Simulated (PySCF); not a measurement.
O2Si, charge -1, doublet, at a GFN2-xTB geometry (a state made from the parent by changing its charge; the spin is typed, not shown lowest) (a gas-phase anion, which may not be bound at this level); PySCF with CASSCF(5,4)/6-31G*.

Input for PySCF:
```python
from pyscf import gto, scf, mcscf
import numpy

mol = gto.Mole()
mol.atom = '''
    O    -1.39533831    0.32117289   -0.19706307
    Si   -0.01730480   -0.24458562    0.23401455
    O     1.42562172    0.10685195   -0.21246239
'''
mol.basis = '6-31g*'
mol.charge = -1
mol.spin = 1
mol.verbose = 4
mol.build()

mf = scf.ROHF(mol)
mf.kernel()
mc = mcscf.CASSCF(mf, 4, 5)
mc.fix_spin_(ss=0.75)
mc.kernel()
occ = numpy.linalg.eigvalsh(mc.fcisolver.make_rdm1(mc.ci, mc.ncas, mc.nelecas))[::-1]
ss = mc.fcisolver.spin_square(mc.ci, mc.ncas, mc.nelecas)[0]
print('natural occupations', occ.round(4), ' <S^2>', round(ss, 4))
```

Q: Predict the main parts of the log of this PySCF run.

A: 
```
PySCF version 2.14.0

[INPUT] verbose = 4
[INPUT] num. atoms = 3
[INPUT] num. electrons = 31
[INPUT] charge = -1
[INPUT] spin (= nelec alpha-beta = 2S) = 1
[INPUT] symmetry False subgroup None
[INPUT] Mole.unit = angstrom
[INPUT] Symbol           X                Y                Z      unit          X                Y                Z       unit  Magmom
[...]
nuclear repulsion = 88.4076117947942
number of shells = 20
number of NR pGTOs = 105
number of NR cGTOs = 46
basis = 6-31g*
ecp = {}

******** <class 'pyscf.scf.rohf.ROHF'> ********
method = ROHF
initial guess = minao
damping factor = 0
level_shift factor = 0
DIIS = <class 'pyscf.scf.diis.CDIIS'>
diis_start_cycle = 1
diis_space = 8
diis_damp = 0
SCF conv_tol = 1e-09
SCF conv_tol_grad = None
SCF max_cycles = 50
direct_scf = True
direct_scf_tol = 1e-13
num. doubly occ = 15  num. singly occ = 1
Set gradient conv threshold to 3.16228e-05
init E= -438.532021351158
[...]
cycle= 1 E= -438.454014094117  delta_E= 0.078  |g|= 0.942  |ddm|= 1.51
[...]
cycle= 2 E= -438.490046506381  delta_E= -0.036  |g|= 0.858  |ddm|= 0.935
[...]
cycle= 3 E= -438.653617386066  delta_E= -0.164  |g|= 0.0448  |ddm|= 0.452
[...]
cycle= 4 E= -438.655291319893  delta_E= -0.00167  |g|= 0.0146  |ddm|= 0.0776
[...]
cycle= 5 E= -438.655611427053  delta_E= -0.00032  |g|= 0.00594  |ddm|= 0.0351
[...]
cycle= 6 E= -438.655669658507  delta_E= -5.82e-05  |g|= 0.00172  |ddm|= 0.0186
[...]
cycle= 7 E= -438.655674416662  delta_E= -4.76e-06  |g|= 0.000425  |ddm|= 0.00561
[...]
cycle= 8 E= -438.655674580526  delta_E= -1.64e-07  |g|= 6.14e-05  |ddm|= 0.000953
[...]
cycle= 9 E= -438.655674583825  delta_E= -3.3e-09  |g|= 1.72e-05  |ddm|= 0.000127
[...]
cycle= 10 E= -438.655674584112  delta_E= -2.87e-10  |g|= 5.07e-06  |ddm|= 4.24e-05
[...]
Extra cycle  E= -438.655674584132  delta_E= -1.99e-11  |g|= 2.49e-06  |ddm|= 6.05e-06
converged SCF energy = -438.655674584132

******** <class 'pyscf.mcscf.mc1step.CASSCF'> ********
CAS (3e+2e, 4o), ncore = 13, nvir = 29
max_cycle_macro = 50
max_cycle_micro = 4
conv_tol = 1e-07
conv_tol_grad = None
orbital rotation max_stepsize = 0.02
orbital rotation threshold for CI restart = 0.01
augmented hessian ah_max_cycle = 30
augmented hessian ah_conv_tol = 1e-12
augmented hessian ah_linear dependence = 1e-14
augmented hessian ah_level shift = 1e-08
augmented hessian ah_start_tol = 2.5
augmented hessian ah_start_cycle = 3
augmented hessian ah_grad_trust_region = 3
kf_trust_region = 3
kf_interval = 4
ci_response_space = 4
ci_grad_trust_region = 3
with_dep4 0
natorb = False
canonicalization = True
sorting_mo_energy = False
ao2mo_level = 2
internal_rotation = False
******** <class 'pyscf.fci.addons.SpinPenaltyFCISolver'> ********
max. cycles = 50
conv_tol = 1e-08
davidson only = True
linear dependence = 1e-12
level shift = 0.001
max iter space = 12
nroots = 1
pspace_size = 400
spin = None
CASCI E = -438.660617643843  S^2 = 0.7500000
Set conv_tol_grad to 0.000316228
macro iter   1 ( 21 JK    4 micro), CASSCF E = -438.668948397977  dE = -8.33075413e-03  S^2 = 0.7500000
               |grad[o]|=0.0206  |grad[c]|=0.0307  |ddm|=0.0207  |maxRot[o]|=0.311
macro iter   2 ( 21 JK    4 micro), CASSCF E = -438.670739549498  dE = -1.79115152e-03  S^2 = 0.7500000
               |grad[o]|=0.0173  |grad[c]|=0.00679  |ddm|=0.00259  |maxRot[o]|=0.159
macro iter   3 ( 21 JK    4 micro), CASSCF E = -438.672076169988  dE = -1.33662049e-03  S^2 = 0.7500000
               |grad[o]|=0.009  |grad[c]|=0.00699  |ddm|=0.00233  |maxRot[o]|=0.159
macro iter   4 ( 21 JK    4 micro), CASSCF E = -438.673196427122  dE = -1.12025713e-03  S^2 = 0.7500000
               |grad[o]|=0.00638  |grad[c]|=0.0421  |ddm|=0.0355  |maxRot[o]|=0.143
macro iter   5 ( 21 JK    4 micro), CASSCF E = -438.674119804542  dE = -9.23377420e-04  S^2 = 0.7500000
               |grad[o]|=0.009  |grad[c]|= 0.03  |ddm|=0.0252  |maxRot[o]|=0.101
macro iter   6 ( 21 JK    4 micro), CASSCF E = -438.675522752476  dE = -1.40294793e-03  S^2 = 0.7500000
               |grad[o]|=0.0122  |grad[c]|=0.00677  |ddm|=0.00475  |maxRot[o]|=0.105
macro iter   7 ( 21 JK    4 micro), CASSCF E = -438.675552811780  dE = -3.00593048e-05  S^2 = 0.7500000
               |grad[o]|=0.0135  |grad[c]|=0.0113  |ddm|=0.00767  |maxRot[o]|=0.0242
macro iter   8 ( 21 JK    4 micro), CASSCF E = -438.675577579168  dE = -2.47673873e-05  S^2 = 0.7500000
               |grad[o]|=0.0119  |grad[c]|=0.0117  |ddm|=0.00795  |maxRot[o]|=0.0202
macro iter   9 ( 21 JK    4 micro), CASSCF E = -438.675600450650  dE = -2.28714819e-05  S^2 = 0.7500000
               |grad[o]|=0.0107  |grad[c]|=0.012  |ddm|=0.00786  |maxRot[o]|=0.0169
macro iter  10 ( 21 JK    4 micro), CASSCF E = -438.675620628804  dE = -2.01781544e-05  S^2 = 0.7500000
               |grad[o]|=0.00979  |grad[c]|=0.0121  |ddm|=0.00779  |maxRot[o]|=0.0148
macro iter  11 ( 21 JK    4 micro), CASSCF E = -438.675639025783  dE = -1.83969789e-05  S^2 = 0.7500000
               |grad[o]|=0.00911  |grad[c]|=0.0122  |ddm|=0.00776  |maxRot[o]|=0.0132
macro iter  12 ( 21 JK    4 micro), CASSCF E = -438.675655938290  dE = -1.69125067e-05  S^2 = 0.7500000
               |grad[o]|=0.00856  |grad[c]|=0.0123  |ddm|=0.00774  |maxRot[o]|=0.0119
macro iter  13 ( 21 JK    4 micro), CASSCF E = -438.675671485716  dE = -1.55474261e-05  S^2 = 0.7500000
               |grad[o]|=0.00812  |grad[c]|=0.0124  |ddm|=0.00772  |maxRot[o]|=0.0107
macro iter  14 ( 21 JK    4 micro), CASSCF E = -438.675685724013  dE = -1.42382971e-05  S^2 = 0.7500000
               |grad[o]|=0.00778  |grad[c]|=0.0124  |ddm|=0.00769  |maxRot[o]|=0.00971
macro iter  15 ( 21 JK    4 micro), CASSCF E = -438.675698670456  dE = -1.29464432e-05  S^2 = 0.7500000
               |grad[o]|=0.0075  |grad[c]|=0.0125  |ddm|=0.00766  |maxRot[o]|=0.00888
macro iter  16 ( 21 JK    4 micro), CASSCF E = -438.675710330876  dE = -1.16604199e-05  S^2 = 0.7500000
               |grad[o]|=0.00729  |grad[c]|=0.0125  |ddm|=0.00762  |maxRot[o]|=0.00817
[...]
               |grad[o]|=0.00677  |grad[c]|=0.0126  |ddm|=0.00744  |maxRot[o]|=0.00559
macro iter  22 ( 21 JK    4 micro), CASSCF E = -438.675756786807  dE = -5.42223427e-06  S^2 = 0.7500000
               |grad[o]|=0.00673  |grad[c]|=0.0126  |ddm|=0.00741  |maxRot[o]|=0.00516
macro iter  23 ( 21 JK    4 micro), CASSCF E = -438.675761513611  dE = -4.72680392e-06  S^2 = 0.7500000
               |grad[o]|=0.00671  |grad[c]|=0.0126  |ddm|=0.00738  |maxRot[o]|=0.00476
macro iter  24 ( 21 JK    4 micro), CASSCF E = -438.675765632184  dE = -4.11857292e-06  S^2 = 0.7500000
               |grad[o]|=0.00669  |grad[c]|=0.0126  |ddm|=0.00736  |maxRot[o]|=0.00439
macro iter  25 ( 21 JK    4 micro), CASSCF E = -438.675769221196  dE = -3.58901269e-06  S^2 = 0.7500000
               |grad[o]|=0.00668  |grad[c]|=0.0126  |ddm|=0.00733  |maxRot[o]|=0.00405
macro iter  26 ( 21 JK    4 micro), CASSCF E = -438.675772350740  dE = -3.12954410e-06  S^2 = 0.7500000
               |grad[o]|=0.00667  |grad[c]|=0.0126  |ddm|=0.00731  |maxRot[o]|=0.00373
macro iter  27 ( 21 JK    4 micro), CASSCF E = -438.675775083011  dE = -2.73227050e-06  S^2 = 0.7500000
               |grad[o]|=0.00667  |grad[c]|=0.0126  |ddm|=0.00729  |maxRot[o]|=0.00345
macro iter  28 ( 21 JK    4 micro), CASSCF E = -438.675777472903  dE = -2.38989207e-06  S^2 = 0.7500000
               |grad[o]|=0.00666  |grad[c]|=0.0126  |ddm|=0.00727  |maxRot[o]|=0.00319
macro iter  29 ( 21 JK    4 micro), CASSCF E = -438.675779568331  dE = -2.09542833e-06  S^2 = 0.7500000
               |grad[o]|=0.00666  |grad[c]|=0.0126  |ddm|=0.00726  |maxRot[o]|=0.00294
macro iter  30 ( 21 JK    4 micro), CASSCF E = -438.675781410516  dE = -1.84218464e-06  S^2 = 0.7500000
               |grad[o]|=0.00666  |grad[c]|=0.0126  |ddm|=0.00724  |maxRot[o]|=0.00271
macro iter  31 ( 21 JK    4 micro), CASSCF E = -438.675783034621  dE = -1.62410487e-06  S^2 = 0.7500000
               |grad[o]|=0.00666  |grad[c]|=0.0126  |ddm|=0.00723  |maxRot[o]|=0.0025
macro iter  32 ( 21 JK    4 micro), CASSCF E = -438.675784470568  dE = -1.43594679e-06  S^2 = 0.7500000
               |grad[o]|=0.00667  |grad[c]|=0.0126  |ddm|=0.00722  |maxRot[o]|=0.0023
macro iter  33 ( 21 JK    4 micro), CASSCF E = -438.675785743594  dE = -1.27302667e-06  S^2 = 0.7500000
               |grad[o]|=0.00667  |grad[c]|=0.0126  |ddm|=0.00721  |maxRot[o]|=0.00211
macro iter  34 ( 21 JK    4 micro), CASSCF E = -438.675786874819  dE = -1.13122496e-06  S^2 = 0.7500000
               |grad[o]|=0.00667  |grad[c]|=0.0125  |ddm|=0.0072  |maxRot[o]|=0.00194
macro iter  35 ( 21 JK    4 micro), CASSCF E = -438.675787882008  dE = -1.00718842e-06  S^2 = 0.7500000
               |grad[o]|=0.00667  |grad[c]|=0.0125  |ddm|=0.00719  |maxRot[o]|=0.00179
macro iter  36 ( 21 JK    4 micro), CASSCF E = -438.675788780289  dE = -8.98281201e-07  S^2 = 0.7500000
               |grad[o]|=0.00667  |grad[c]|=0.0125  |ddm|=0.00718  |maxRot[o]|=0.00165
macro iter  37 ( 21 JK    4 micro), CASSCF E = -438.675789582872  dE = -8.02583713e-07  S^2 = 0.7500000
               |grad[o]|=0.00667  |grad[c]|=0.0125  |ddm|=0.00718  |maxRot[o]|=0.00152
macro iter  38 ( 21 JK    4 micro), CASSCF E = -438.675790300791  dE = -7.17918965e-07  S^2 = 0.7500000
               |grad[o]|=0.00667  |grad[c]|=0.0125  |ddm|=0.00717  |maxRot[o]|=0.0014
macro iter  39 ( 21 JK    4 micro), CASSCF E = -438.675790942940  dE = -6.42148166e-07  S^2 = 0.7500000
               |grad[o]|=0.00668  |grad[c]|=0.0125  |ddm|=0.00717  |maxRot[o]|=0.00129
macro iter  40 ( 21 JK    4 micro), CASSCF E = -438.675791517827  dE = -5.74887622e-07  S^2 = 0.7500000
               |grad[o]|=0.00668  |grad[c]|=0.0125  |ddm|=0.00716  |maxRot[o]|=0.00119
macro iter  41 ( 21 JK    4 micro), CASSCF E = -438.675792033098  dE = -5.15271211e-07  S^2 = 0.7500000
               |grad[o]|=0.00668  |grad[c]|=0.0125  |ddm|=0.00716  |maxRot[o]|=0.00109
macro iter  42 ( 21 JK    4 micro), CASSCF E = -438.675792495418  dE = -4.62319406e-07  S^2 = 0.7500000
               |grad[o]|=0.00668  |grad[c]|=0.0125  |ddm|=0.00715  |maxRot[o]|=0.00101
macro iter  43 ( 21 JK    4 micro), CASSCF E = -438.675792910525  dE = -4.15106683e-07  S^2 = 0.7500000
               |grad[o]|=0.00668  |grad[c]|=0.0125  |ddm|=0.00715  |maxRot[o]|=0.000927
macro iter  44 ( 21 JK    4 micro), CASSCF E = -438.675793283263  dE = -3.72738214e-07  S^2 = 0.7500000
               |grad[o]|=0.00668  |grad[c]|=0.0125  |ddm|=0.00714  |maxRot[o]|=0.000854
macro iter  45 ( 21 JK    4 micro), CASSCF E = -438.675793617867  dE = -3.34603783e-07  S^2 = 0.7500000
               |grad[o]|=0.00668  |grad[c]|=0.0125  |ddm|=0.00714  |maxRot[o]|=0.000787
macro iter  46 ( 21 JK    4 micro), CASSCF E = -438.675793918104  dE = -3.00237616e-07  S^2 = 0.7500000
               |grad[o]|=0.00668  |grad[c]|=0.0125  |ddm|=0.00714  |maxRot[o]|=0.000725
macro iter  47 ( 21 JK    4 micro), CASSCF E = -438.675794187441  dE = -2.69336567e-07  S^2 = 0.7500000
               |grad[o]|=0.00668  |grad[c]|=0.0125  |ddm|=0.00714  |maxRot[o]|=0.000668
macro iter  48 ( 21 JK    4 micro), CASSCF E = -438.675794429009  dE = -2.41568216e-07  S^2 = 0.7500000
               |grad[o]|=0.00668  |grad[c]|=0.0125  |ddm|=0.00713  |maxRot[o]|=0.000615
macro iter  49 ( 21 JK    4 micro), CASSCF E = -438.675794645868  dE = -2.16858837e-07  S^2 = 0.7500000
               |grad[o]|=0.00668  |grad[c]|=0.0125  |ddm|=0.00713  |maxRot[o]|=0.000566
macro iter  50 ( 21 JK    4 micro), CASSCF E = -438.675794841467  dE = -1.95599455e-07  S^2 = 0.7500000
               |grad[o]|=0.00668  |grad[c]|=0.0125  |ddm|=0.00713  |maxRot[o]|=0.000521
1-step CASSCF not converged,  50 macro (1050 JK 200 micro) steps
CASSCF canonicalization
Density matrix diagonal elements [1.99010485 1.9643384  1.00976051 0.03579624]
CASSCF energy = -438.675794841467
CASCI E = -438.675794841467  E(CI) = -4.86565129210896  S^2 = 0.7500000
natural occupations [1.9903 1.9649 1.0096 0.0353]  <S^2> 0.75
```

Convergence was not reached.
